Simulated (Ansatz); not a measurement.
Input for Ansatz (an electronic-structure program): R-CCSD(T)/def2-TZVPPD on GaH4IO (a complex). Elements past Kr take the def2 small-core potentials; no spin–orbit coupling. Files ending in .json are basis or fitting sets from the Basis Set Exchange. The run froze 24 orbitals, filled d shells among them.

Ansatz 0.2 input:
```yaml
crystal:
  periodic: [false, false, false]
  atoms:
    - {symbol: Ga, position_ang: [-0.02731395, -1.20651865, 1.50893176]}
    - {symbol: I, position_ang: [-0.16180392, 1.06806160, 0.28493848]}
    - {symbol: H, position_ang: [1.39649928, -1.83709612, 1.48392398]}
    - {symbol: H, position_ang: [-1.41062723, -1.91961830, 1.66194848]}
    - {symbol: O, position_ang: [0.00022537, -0.21345303, 3.45195495]}
    - {symbol: H, position_ang: [0.16470646, 0.71532049, 3.21998386]}
    - {symbol: H, position_ang: [-0.87118363, -0.23942086, 3.86946610]}
basis:
  gaussian:
    orbitals: def2-TZVPPD.json
magnetization: {spin_polarized: false}
correlation: {method: ccsd_t, electrons: outside_noble_gas}
scf: {lower_state_search: off}
```

The log:

```
WARN ansatz: RAYON_NUM_THREADS=1 ignored (pool sized by the plan → 1); use --threads N
Functional definition: HF
these checks for a lower state are left out or cut short: stability, starts, cluster_reference, orbital_swaps, neighbouring_geometries, increment
integrals: 1.09 GiB planned
1470 factors; integrals over basis functions are off by at most 1.1e-3 eV
mean field: 0.84 GiB planned
mean field evaluation 1: about -62508.0747 eV, gradient 3.1e1 eV
mean field evaluation 2: about -62508.1222 eV, gradient 3.1e1 eV
mean field evaluation 4: about -62510.0531 eV, gradient 2.7e0 eV
mean field evaluation 8: about -62510.0814 eV, gradient 2.9e-1 eV
mean field -62510.08171177 eV, -2297.2031320523 hartree, gradient 1.2e-6 eV, S^2 0.000000; 0 other end points of the search recorded, 0 dependent functions left out
24 core orbitals not correlated, not the lowest: weight in the atoms' cores, before any rotation towards them, 0.993 or more for the frozen orbitals, at most 0.006 for the correlated occupied ones
reference -62510.08171177 eV, -2297.2031320523 hartree; 10, 10 occupied and 187, 187 virtual orbitals, 1470 factors
second order -13.25710074 eV of doubles, -0.00000000 eV of singles
coupled cluster: 1.37 GiB planned
cycle   1  -13.76514463 eV  change   -5.1e-1 eV  update   7.7e-2
cycle   2  -14.10762074 eV  change   -3.4e-1 eV  update   2.3e-2
cycle   3  -14.16366589 eV  change   -5.6e-2 eV  update   1.0e-2
cycle   4  -14.15658929 eV  change    7.1e-3 eV  update   2.4e-3
cycle   5  -14.15670626 eV  change   -1.2e-4 eV  update   9.6e-4
cycle   6  -14.15677414 eV  change   -6.8e-5 eV  update   2.9e-4
cycle   7  -14.15660855 eV  change    1.7e-4 eV  update   1.0e-4
cycle   8  -14.15661023 eV  change   -1.7e-6 eV  update   3.6e-5
cycle   9  -14.15662112 eV  change   -1.1e-5 eV  update   1.3e-5
perturbative correction -0.48618125 eV, -0.0178668314 hartree
Total energy: -62524.72451413 eV, -2297.7412451139 hartree
Checks for a lower state left out: stability, starts, cluster_reference, orbital_swaps, neighbouring_geometries, increment
```

Self-consistency was reached.

Cost: very roughly 2.9 core-minutes.
